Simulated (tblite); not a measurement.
C4H12NSSi (doublet state).
Z-matrix (Å and degrees, GFN2-xTB geometry), rows numbered from 1:
```
C 
C   1  1.5359
C   2  1.4893  1  112.45
C   3  1.4876  2  119.12  1    83.22
S   3  1.7295  2  121.71  1  -113.26
Si  5  2.1653  3  106.13  2    48.47
N   6  1.7178  5  106.67  3    51.88
H   1  1.0875  2  110.41  3   -59.46
H   1  1.0879  2  110.21  3  -179.31
H   1  1.0869  2  110.10  3    60.58
H   2  1.0973  1  108.24  3   120.57
H   2  1.0916  1  108.86  3  -122.47
H   4  1.0870  3  110.64  2  -173.78
H   4  1.0920  3  110.40  2   -53.02
H   4  1.0963  3  111.58  2    65.97
H   6  1.4590  5  100.70  3   176.44
H   6  1.4577  5  111.79  3   -64.19
H   7  1.0085  6  119.33  5    33.99
H   7  1.0067  6  119.66  5   175.40
```

Computed with GFN2-xTB (tblite): harmonic, unscaled wavenumbers at the GFN2-xTB geometry, gas phase. Errors from tens to a few hundred cm⁻¹ against measured bands are possible. Modes of hydrogen on silicon can be 10 to 20 % off. One conformer, not necessarily the lowest. Open shells enter through the occupations alone, without spin polarisation, and single modes of such species can be off by tens of per cent.

Harmonic wavenumbers (cm⁻¹): 33.2, 43.8, 79.8, 91.4, 133.0, 159.7, 196.2, 215.8, 223.5, 301.2, 342.8, 385.0, 473.2, 496.7, 520.5, 574.0, 655.4, 700.3, 787.8, 811.8, 823.1, 907.8, 928.2, 998.0, 1024.5, 1029.4, 1057.3, 1184.5, 1243.3, 1270.1, 1310.0, 1395.6, 1400.9, 1467.2, 1470.4, 1483.1, 1498.9, 1501.7, 1503.2, 2275.8, 2305.1, 2894.6, 2897.5, 2967.0, 2978.3, 3025.4, 3036.1, 3042.3, 3047.8, 3461.9, 3502.4.

A = 2172, B = 1313, C = 991.8 MHz; mass 134.046 u (most abundant isotopes); point group C1, symmetry number 1; spin multiplicity 2.

**Question.** Zero-point energy?

**Answer.** ½Σν̃ = 33078 cm⁻¹ = 94.58 kcal/mol.

**Question.** Entropy at 350 K, 1 bar (ideal gas, RRHO, classical rotation)?

**Answer.** Translation 41.41, rotation 29.60, vibration 43.88, spin (R ln 2) 1.38: S = 116.3 cal/(mol K).

**Question.** And Cp and H(350 K) − H(0)?

**Answer.** Cp = 46.82 cal/(mol K), of which vibrations give 38.87 (their classical limit is 51 R = 101.3); H(350 K) − H(0) = 10.29 kcal/mol without the zero-point energy, 7.51 from vibrations.

**Question.** Which modes carry the vibrational entropy at 350 K?

**Answer.** 33.2 cm⁻¹: 5.95; 43.8 cm⁻¹: 5.40; 79.8 cm⁻¹: 4.21; 91.4 cm⁻¹: 3.94; 133.0 cm⁻¹: 3.21; 159.7 cm⁻¹: 2.86 cal/(mol K); the other 45 give 18.31 together.

**Question.** Blend soft modes into free rotors: weight 1/[1 + (100 cm⁻¹/ν̃)⁴] for the oscillator and the rest for a rotor with moment μB/(μ + B), μ = h/(8π²ν), B = 10⁻⁴⁴ kg m². What vibrational entropy results?

**Answer.** 39.21 cal/(mol K) in place of 43.88, which changes −T·S at 350 K by +1.63 kcal/mol.

Hindered rotation and anharmonicity are outside this model. Other conformers, if any are populated, would add a mixing term that is left out. The structure is chiral; the term R ln 2 for an equal mix with its mirror image is left out.

Time: 0.91 s. Hardware: AMD EPYC 7B13, one thread, on a shared host. The figure is for the frequency step alone.
